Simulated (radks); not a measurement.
Dipole-allowed excitations along the series with 18 electrons in [Ar]. Calculated with a radial shooting solver on a logarithmic mesh with Libxc functionals: scalar-relativistic Kohn-Sham, PBE, spin-unpolarised, spherical densities, finite nucleus; Fermi nuclear charge, rms radius of each element as measured or else 0.836 A^(1/3) + 0.57 fm. Time-dependent linear response with the Hartree and adiabatic LDA kernel, continuum included through the Sternheimer equations, no spin-orbit coupling, so fine structure and intercombination lines are absent. Lines are the poles of the dipole polarisability below minus the highest occupied eigenvalue, found on a grid refined at the orbital gaps; the lowest seven at most are given, and weak or close lines can be missed. The first line takes the name of the lowest orbital gap if no other gap lies below it; otherwise a line is named after a gap within 0.6 % of it, if that gap stands alone.

Ca2+: -e(HOMO) (eV) 43.060; lowest orbital gap (eV) 3p-3d 27.126; first line (eV) 28.612 (3p-4s); f 0.478; strongest line (eV) 33.423 (unassigned); its f 3.01; static alpha (bohr^3) 3.331
Sc3+: -e(HOMO) (eV) 64.603; lowest orbital gap (eV) 3p-3d 32.301; first line (eV) 39.742 (3p-4s); f 0.978; strongest line (eV) 41.968 (unassigned); its f 3.54; static alpha (bohr^3) 2.154
Ti4+: -e(HOMO) (eV) 89.413; lowest orbital gap (eV) 3p-3d 37.148; first line (eV) 48.820 (3p-3d); f 4.36; strongest line (eV) the first; its f 4.36; static alpha (bohr^3) 1.489
V5+: -e(HOMO) (eV) 117.43; lowest orbital gap (eV) 3p-3d 41.822; first line (eV) 55.225 (3p-3d); f 3.88; strongest line (eV) the first; its f 3.88; static alpha (bohr^3) 1.079
